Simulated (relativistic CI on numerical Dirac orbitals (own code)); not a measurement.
Line list: Electric-dipole lines, Sb24+

Computed by Dirac-Coulomb-Breit CI, separate exchange-only KLI orbitals for each configuration, a model potential for QED, unscaled Slater integrals (own radial code, finite nucleus).

Configuration list (outside the closed core [Ne]): 3s²3p⁶3d⁹, 3s²3p⁵3d¹⁰, 3s3p⁶3d¹⁰, 3s²3p⁶3d⁸4s, 3s²3p⁶3d⁸4p, 3s²3p⁶3d⁸4d, 3s²3p⁴3d¹⁰4s, 3s²3p⁶3d⁸4f, 3s²3p⁵3d⁹4s, 3s²3p⁶3d⁷4s², 3s²3p⁴3d¹⁰4p, 3s²3p⁵3d⁹4p, 3s²3p⁶3d⁷4s4p, 3s²3p⁴3d¹⁰4d, 3s²3p⁶3d⁸5s, 3s3p⁵3d¹⁰4s. Levels of other configurations are missing.

```csv
λ vac (nm),Lower,Upper,A (s⁻¹),gf,Branching (%)
1.6814,3s²3p⁶3d⁹ ²D5/2 [1],3s²3p⁶3d⁸4f ⁴F°5/2 [173],2.36e+12,6.01e-01,95.4
1.6906,3s²3p⁶3d⁹ ²D5/2 [1],3s²3p⁵3d⁹4s ²D°5/2 [158],1.94e+12,4.99e-01,80.7
1.6989,3s²3p⁶3d⁹ ²D5/2 [1],3s²3p⁵3d⁹4s ²F°7/2 [149],2.37e+12,8.21e-01,89.9
2.1667,3s²3p⁶3d⁹ ²D5/2 [1],3s²3p⁶3d⁸4p ²F°7/2 [38],9.59e+11,5.40e-01,97.9
4.5547,3s²3p⁶3d⁹ ²D3/2 [2],3s²3p⁵3d¹⁰ ²P°1/2 [4],1.08e+12,6.73e-01,100.0
5.2630,3s²3p⁶3d⁸4s ⁴F9/2 [6],3s²3p⁵3d⁹4s ⁴D°7/2 [177],5.64e+11,1.87e+00,39.0
5.2705,3s²3p⁶3d⁸4s ²F7/2 [7],3s²3p⁵3d⁹4s ²D°5/2 [186],5.49e+11,1.37e+00,22.4
5.3143,3s²3p⁶3d⁹ ²D5/2 [1],3s²3p⁵3d¹⁰ ²P°3/2 [3],6.35e+11,1.08e+00,91.2
5.5693,3s²3p⁶3d⁸4s ⁴F9/2 [6],3s²3p⁵3d⁹4s ⁴F°9/2 [144],2.29e+11,1.06e+00,87.0
5.5724,3s²3p⁶3d⁸4s ²D5/2 [8],3s²3p⁵3d⁹4s ²D°5/2 [158],3.48e+11,9.72e-01,14.5
13.603,3s²3p⁶3d⁸4p ²F°5/2 [25],3s²3p⁶3d⁸4d ²G7/2 [78],9.20e+10,2.04e+00,72.5
13.776,3s²3p⁶3d⁸4p ²G°9/2 [23],3s²3p⁶3d⁸4d ²H11/2 [69],1.15e+11,3.93e+00,88.9
13.935,3s²3p⁶3d⁸4p ²H°9/2 [37],3s²3p⁶3d⁸4d ²I11/2 [106],1.16e+11,4.06e+00,91.7
15.603,3s²3p⁶3d⁸4d ⁴H13/2 [72],3s²3p⁶3d⁸4f ⁴I°15/2 [137],8.86e+10,5.17e+00,100.0
15.756,3s²3p⁶3d⁸4p ⁴G°11/2 [30],3s²3p⁶3d⁸4d ⁴H13/2 [72],9.50e+10,4.95e+00,100.0
15.770,3s²3p⁶3d⁸4p ⁴G°9/2 [44],3s²3p⁶3d⁸4d ⁴H11/2 [91],9.44e+10,4.22e+00,99.8
15.839,3s²3p⁶3d⁸4p ⁴F°9/2 [32],3s²3p⁶3d⁸4d ⁴G11/2 [74],6.71e+10,3.03e+00,71.8
15.882,3s²3p⁶3d⁸4p ²H°11/2 [55],3s²3p⁶3d⁸4d ²I13/2 [111],9.30e+10,4.92e+00,100.0
19.168,3s²3p⁶3d⁸4s ²G9/2 [17],3s²3p⁶3d⁸4p ²G°9/2 [60],2.91e+10,1.61e+00,70.3
19.575,3s²3p⁶3d⁸4s ⁴F9/2 [6],3s²3p⁶3d⁸4p ⁴F°9/2 [32],2.25e+10,1.29e+00,60.5
19.593,3s²3p⁶3d⁸4s ²D5/2 [8],3s²3p⁶3d⁸4p ²F°7/2 [40],2.87e+10,1.32e+00,14.8
19.639,3s²3p⁶3d⁸4s ²F7/2 [7],3s²3p⁶3d⁸4p ²D°5/2 [35],2.96e+10,1.03e+00,3.3
19.895,3s²3p⁶3d⁸4s ⁴P5/2 [13],3s²3p⁶3d⁸4p ⁴D°7/2 [51],3.53e+10,1.68e+00,67.2
20.033,3s²3p⁶3d⁸4s ⁴F9/2 [6],3s²3p⁶3d⁸4p ⁴G°11/2 [30],3.65e+10,2.64e+00,100.0
20.061,3s²3p⁶3d⁸4s ²F7/2 [7],3s²3p⁶3d⁸4p ²F°7/2 [33],2.57e+10,1.24e+00,8.4
20.095,3s²3p⁶3d⁸4s ⁴F7/2 [10],3s²3p⁶3d⁸4p ⁴G°9/2 [44],3.59e+10,2.17e+00,98.6
20.141,3s²3p⁶3d⁸4s ²F7/2 [7],3s²3p⁶3d⁸4p ⁴F°9/2 [32],1.46e+10,8.85e-01,39.1
20.393,3s²3p⁶3d⁸4s ²G9/2 [17],3s²3p⁶3d⁸4p ²H°11/2 [55],3.48e+10,2.61e+00,100.0
26.267,3s²3p⁶3d⁸4s ⁴F9/2 [6],3s²3p⁶3d⁸4p ⁴D°7/2 [22],1.29e+10,1.07e+00,52.2
26.477,3s²3p⁶3d⁸4s ²F7/2 [7],3s²3p⁶3d⁸4p ²G°9/2 [23],9.10e+09,9.57e-01,56.3
```

Terms are leading LS components. Brackets give the number of a level in order of energy, since labels repeat. The list gives strong lines, with weight on those to low levels, without lines whose two gauges differ by over a factor of 2.5, among the lowest 200 of 614 levels, so that lines to higher ones, which can be the strongest, are missing. Levels whose partners in the same complex of configurations lie outside the list can be far off, and so can their lines. Rates are taken at the computed energies, electric ones in the length gauge.

At this charge energies of transitions that change n are usually good to better than 1 %, and those within a shell (Δn = 0) to a few per cent.

LS names give the leading component of a level, which can be under half, so a name can repeat, a term be missing and a line seem to break the LS rules.
